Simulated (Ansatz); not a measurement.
Reaction (silylene formation by 1,1-elimination): `O[SiH2]PS` → `OPS` + `[SiH2]`

Gas-phase electronic energies from Ansatz, PBE0-D4/def2-TZVP geometries. CCSD(T)/CBS is the MP2 limit (def2-TZVPP, def2-QZVPP) plus CCSD(T) − MP2 in def2-TZVPP, frozen cores. This one scheme is used for every species. DFT in def2-TZVPP. Each species was taken in one conformer, which may not be the lowest.

`O[SiH2]PS`:

Z-matrix (Å, degrees):
```
Si
P 1 2.257
O 1 1.645 2 113.9
H 1 1.483 2 109.4 3 -118.7
H 1 1.488 2 104.9 3 122.2
S 2 2.132 1 94.8 3 -39.9
H 2 1.420 1 95.9 3 57.1
H 3 0.960 1 116.0 2 59.1
H 6 1.342 2 95.5 1 -127.5
```

`OPS`:

```xyz
6

O     0.095    1.394    0.451
P     0.164    0.192   -0.673
S    -0.661   -1.517    0.256
H     0.967    1.552    0.821
H    -1.081    0.524   -1.263
H     0.516   -2.145    0.408
```

`[SiH2]`:

```xyz
3

Si    0.418    0.576    0.022
H    -0.951    0.273   -0.578
H     0.534   -0.849    0.556
```

```json
{"level": "PBE-QIDH", "ΔE (kJ/mol)": "355.0"}
{"level": "r2SCANh", "ΔE (kJ/mol)": "355.0"}
{"level": "BHLYP", "ΔE (kJ/mol)": "327.1"}
{"level": "MP2/def2-QZVPP", "ΔE (kJ/mol)": "356.3"}
```

Task: What does CCSD(T)/CBS give? (An estimate is asked.)

Result: Computed: +336.7 kJ/mol. The listed levels differ from it by 18.3, 18.3, -9.6, 19.6 kJ/mol.

Largest T1 diagnostic among the species: 0.014.

At CCSD(T), def2-SVP lies −17.1 kJ/mol from the extrapolated value and def2-TZVPP −7.4 kJ/mol. Leaving LDA and LC-ωPBE aside and taking each functional with its dispersion term where it has one, the values, not all of them listed here, spread over 44.9 kJ/mol, from BLYP-D4 to r2SCAN0-D4. LDA lies +34.4 kJ/mol from PBE without D4. From r2SCAN to r2SCAN0 (25 % exact exchange), in def2-TZVPP and without D4, ΔE moves by +3.8 kJ/mol.
